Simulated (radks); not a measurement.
Question: These are the eigenvalues of the occupied orbitals of an atom or ion with whole-number occupations (eV). Method: Dirac Kohn-Sham, PBE, spin-unpolarised, spherical densities, point nucleus; computed with a radial shooting solver on a logarithmic mesh with Libxc functionals.

| orbital | eigenvalue |
|---|---|
| 1s1/2 | -27253.69 |
| 2s1/2 | -4663.446 |
| 2p1/2 | -4395.479 |
| 2p3/2 | -4202.034 |
| 3s1/2 | -1399.252 |
| 3p1/2 | -1293.151 |
| 3p3/2 | -1255.695 |
| 3d3/2 | -1072.988 |
| 3d5/2 | -1065.043 |

Which element is it, and in what charge state? The configuration may be excited. Open shells, if any, are shared by 2j + 1.

Answer: Z = 48, cadmium, charge +22: Cd22+ in [Ar] 3d8. The list shows which subshells hold electrons but not how many an open one holds; the 1s level, -1001.6 hartree, gives Z - s = 44.8 by -(Z - s)^2/2, which with screening and relativity narrows Z to a few neighbours, and the depths of the outer levels then fix element, charge and occupations together.
